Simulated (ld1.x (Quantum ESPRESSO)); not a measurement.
# Ag: one change to a TM potential, before and after

* Element: silver
* Generator: ld1.x (Quantum ESPRESSO) 7.5
* Type: norm-conserving Troullier–Martins (Kleinman–Bylander form)
* Functional: PBE
* Relativity: scalar-relativistic
* Frozen core: [Kr]
* Valence charge: 11
* Reference configuration: 4d10 5s0 5p1
* Partial waves: 5p (bound): rc 3.15 bohr; 4d (bound): rc 1.70 bohr; 5s (bound, empty): rc 1.75 bohr
* Local potential: the s channel
* Core correction: none

Change: all radii scaled by about 1.27 (s 2.22, p 4.00, d 2.16 bohr).

Cutoffs: the cutoffs (Ry, on a coarse ladder) from which the occupation-weighted sum of valence levels, in a spherical-Bessel basis at the reference potential, stays within 10 and 1 mRy of its value at 400 Ry; they do not see the model core or the augmentation charge, which bear on the density cutoff. Errors are all-electron minus pseudo energies relative to the spin-unpolarised reference configuration.

Task: What does the change do?

Result: The potential gets softer (70 Ry and 100 Ry → 50 Ry and 80 Ry); the number of tests with a reliable result goes from 7 to 6; of the 6 tests that both files solve, the error grows in 3 and shrinks in 1 by more than 15 % and 0.3 meV (median size 36.2 → 54.3 meV); neither file shows a bound ghost. A larger radius leaves more room for a smooth pseudo-wave, so fewer plane waves are needed.

```tsv
quantity	base	changed
cutoff, loose	70 Ry	50 Ry
cutoff, tight	100 Ry	80 Ry
loose cutoff by channel (10 mRy a level)	p 6 Ry, d 50 Ry	p 6 Ry, d 40 Ry
bound ghosts	none	none
tests with a reliable result	7 of 7	6 of 7
error for 4d10 5s1 5p0, meV [ΔE -3.87 eV]	+7.4	+7.6
error for 4d10 5s0 5p0, meV [ΔE 3.89 eV]	+1.4	+0.3
error for 4d9 5s0 5p0, meV [ΔE 26.01 eV]	-65	-101
error for 4d10 5s0.5 5p0, meV [ΔE -0.85 eV]	+1.2	+2.0
error for 4d7 5s0 5p0, meV [ΔE 113.91 eV]	-1285	-1254
error for 4d9 5s1 5p1, meV [ΔE 4.71 eV]	-89	-113
```
